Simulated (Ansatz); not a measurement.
B(NH2Me)Me3 (C4H14BN), relaxed as a singlet with RKS PBE-D4/def2-SVP in Ansatz, starting from the GFN2-xTB geometry. Force threshold 0.02 eV/Å.

Start:

Cartesian coordinates in Å:
```
B 0.249 -0.024 0.456
C -0.980 0.182 -1.923
C -0.152 1.506 0.818
C 1.704 -0.190 -0.244
C 0.020 -1.051 1.697
N -0.873 -0.554 -0.667
H -1.762 -0.543 -0.175
H -0.624 -1.523 -0.847
H -1.739 -0.243 -2.582
H -1.235 1.216 -1.706
H -0.018 0.164 -2.427
H 0.412 1.851 1.681
H -1.207 1.614 1.076
H 0.060 2.210 0.013
H 2.495 -0.022 0.482
H 1.877 0.518 -1.053
H 1.864 -1.191 -0.647
H 0.204 -2.091 1.423
H -0.990 -1.000 2.106
H 0.695 -0.827 2.519
```

| step | energy (eV) | largest force component (eV/Å) | SCF passes |
| --- | --- | --- | --- |
| 1 | -6529.8538 | 0.793 | 19 |
| 2 | -6529.9695 | 0.238 | 20 |
| 3 | -6529.9815 | 0.103 | 19 |
| 4 | -6529.9822 | 0.029 | 20 |
| 5 | -6529.9825 | 0.008 | 20 |

Force components are those of the run's own axes.

End:

```xyz
20

B     0.245   -0.025    0.459
C    -0.981    0.180   -1.957
C    -0.153    1.508    0.832
C     1.706   -0.185   -0.242
C     0.013   -1.064    1.694
N    -0.886   -0.548   -0.676
H    -1.798   -0.538   -0.193
H    -0.675   -1.544   -0.846
H    -1.751   -0.252   -2.626
H    -1.224    1.237   -1.748
H     0.004    0.147   -2.458
H     0.491    1.860    1.667
H    -1.202    1.625    1.191
H    -0.002    2.241    0.007
H     2.496    0.040    0.506
H     1.891    0.509   -1.093
H     1.919   -1.218   -0.605
H     0.207   -2.129    1.428
H    -1.011   -1.016    2.135
H     0.712   -0.828    2.525
```

By distances, no bond broke or formed. The bond that changes most is C5–H20, from 1.09 to 1.11 Å (atoms count from 1).

No frequencies were taken in this run, so the end may be a saddle point.

It took 8 s on 4 threads of Arm Neoverse V1 on a shared host.
